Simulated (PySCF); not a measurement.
Compound: C7H9P.
Cartesian coordinates in Å at the GFN2-xTB level; atoms count from 1:
```
atom  x, y, z in Å
C1    -2.3916   -1.5537   -0.2779
C2    -1.6793   -0.4309   -0.2954
C3    -0.2746   -0.3694    0.0199
P4     0.6854   -1.8629    0.4399
C5     2.1767   -0.8558    0.5213
C6     1.8849    0.4537    0.4170
C7     0.5031    0.7471    0.1303
C8     0.0704    2.1673   -0.0311
H9    -3.4370   -1.5739   -0.5316
H10   -1.9390   -2.4934    0.0006
H11   -2.1563    0.5006   -0.5732
H12    0.8678   -2.3075   -0.8724
H13    3.1490   -1.2639    0.7383
H14    2.6130    1.2456    0.5112
H15    0.6156    2.6314   -0.8537
H16   -0.9939    2.2505   -0.2290
H17    0.2990    2.7272    0.8759
```

Method: TDDFT CAM-B3LYP/def2-SVPD, vertical, gas phase, core orbitals frozen in the response in PySCF 2.14.0, density-fitted response routines.

| state | E (eV) | ν̃ (cm⁻¹) | f | \|μ\| (D) | main configurations (H = HOMO, L = LUMO) |
| --- | --- | --- | --- | --- | --- |
| S1 | 4.11 | 33160 | 0.189 | 3.48 | H→L (94%) |
| S2 | 4.92 | 39720 | 0.062 | 1.82 | H-1→L (91%) |
| S3 | 5.74 | 46310 | 0.084 | 1.96 | H→L+1 (66%), H→L+2 (22%) |
| S4 | 5.92 | 47770 | 0.0076 | 0.58 | H→L+2 (51%), H→L+5 (16%), H→L+1 (12%) |
| S5 | 6.27 | 50590 | 0.034 | 1.20 | H→L+3 (54%), H-2→L (14%) |
| S6 | 6.37 | 51380 | 0.026 | 1.04 | H→L+5 (36%), H-2→L (23%), H→L+2 (11%) |
| S7 | 6.59 | 53120 | 0.020 | 0.90 | H-4→L (60%), H-3→L (17%) |
| S8 | 6.65 | 53610 | 0.068 | 1.64 | H→L+5 (21%), H→L+3 (18%), H→L+4 (16%) |

Triplets, Tamm–Dancoff:

```csv
state,E (eV),λ (nm),"main configurations (H = HOMO, L = LUMO)"
T1,2.44,507.8,H→L (93%)
T2,4.00,310.3,"H-1→L (57%), H-2→L (14%)"
T3,4.27,290.1,"H-1→L (33%), H-2→L (24%), H→L+2 (14%)"
```

The lowest singlet lies at 4.11 eV (302 nm, ultraviolet) and is strong; its leading configuration is HOMO→LUMO (94%). The lowest level is also the most intense of those listed (f = 0.189). Löwdin shares by element: HOMO carbon 68% or more (atoms not listed hold the other 32%); LUMO carbon 55% or more (atoms not listed hold the other 45%). The oscillator strengths of these states sum to 0.489; summed over the whole spectrum of an exact calculation they would give the number of electrons, 66 (Thomas–Reiche–Kuhn). Weighted by f, the mean energy of these states is 5.24 eV. Orbital energies (eV): HOMO-3 -10.53, HOMO-2 -9.86, HOMO-1 -8.44, HOMO -7.24, LUMO -0.43, LUMO+1 1.34, LUMO+2 1.56. Singlets were solved by full linear response, triplets in the Tamm–Dancoff approximation.

Hardware: Arm Neoverse V2, one thread, no GPU, shared host. Cost: 52 s wall (grids of density and orbitals included), 1.1 GiB resident at most.

One conformer stands for the species.
